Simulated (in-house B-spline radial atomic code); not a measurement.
Radial electron density of Zn VI (Zn5+), [Ar] 3d7. Level of theory: scalar-relativistic (X2C) LC-wPBE, spin-polarised, spherical fractional occupations, exact exchange averaged over the configuration, Fermi nucleus of rms radius 3.9283 fm; calculated with an all-electron radial atomic-structure program (B-spline basis).

One-electron X2C: radii and densities carry no picture-change correction, so inner-shell <1/r> comes out high (for 1s by about 2 % at Z = 33, 5 % at 54, 10 % at 75, 30 % at 118) and <r> low.

Columns: r (bohr), 4πr²n(r) (electrons per bohr), bar.

```
 0.00192    1.063 #
 0.00228    1.431 #
 0.00272    1.936 ##
 0.00325    2.613 ###
 0.00387    3.487 ####
 0.00461    4.627 #####
  0.0055    6.106 ######
 0.00656    7.979 ########
 0.00782     10.3 ###########
 0.00933    13.13 ##############
  0.0111    16.41 #################
  0.0133    20.29 #####################
  0.0158    24.27 #########################
  0.0188    28.32 ##############################
  0.0225    32.13 ##################################
  0.0268    34.99 #####################################
  0.0319    36.54 ######################################
  0.0381    36.48 ######################################
  0.0454    34.88 ####################################
  0.0541    32.34 ##################################
  0.0646    29.99 ###############################
   0.077    29.25 ###############################
  0.0918    31.02 ################################
   0.109    34.96 #####################################
    0.13    39.57 #########################################
   0.156    42.11 ############################################
   0.185    40.28 ##########################################
   0.221    33.98 ####################################
   0.264    25.93 ###########################
   0.314    20.22 #####################
   0.375    18.98 ####################
   0.447     21.3 ######################
   0.533    23.59 #########################
   0.635    22.72 ########################
   0.757    18.26 ###################
   0.903    12.14 #############
    1.08    6.608 #######
    1.28     3.09 ###
    1.53    1.142 #
    1.83   0.3393 
    2.18  0.08086 
    2.59  0.01456
```

On this grid the curve has 3 maxima, near 0.0319, 0.156, 0.533 bohr.

The 3d down radial function P(r) = rR(r), positive near the nucleus:

| r (bohr) | P |
| --- | --- |
| 0.0158 | 0.001239 |
| 0.0225 | 0.003304 |
| 0.0319 | 0.008514 |
| 0.0454 | 0.02146 |
| 0.0646 | 0.05162 |
| 0.0918 | 0.1164 |
| 0.13 | 0.2402 |
| 0.185 | 0.4499 |
| 0.264 | 0.7372 |
| 0.375 | 1.016 |
| 0.533 | 1.15 |
| 0.757 | 1.031 |
| 1.08 | 0.7065 |
| 1.53 | 0.3514 |
| 2.18 | 0.1084 |
